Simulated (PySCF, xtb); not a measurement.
aminoborane (BH4N), SMILES BN.

GFN2-xTB (xtb 6.7.1) at its own geometry gives an orbital gap of 6.07 eV and a dipole moment of 2.13 D.

The structure is a stationary point at PBE-D3(BJ)/def2-TZVP.

### Question
What does HF/def2-TZVPD (PySCF) give? (Estimate from the structure and the level; the computed values follow.)

### Answer
gap 13.36 eV (levels -11.94 and 1.42 eV), dipole 1.67 D.
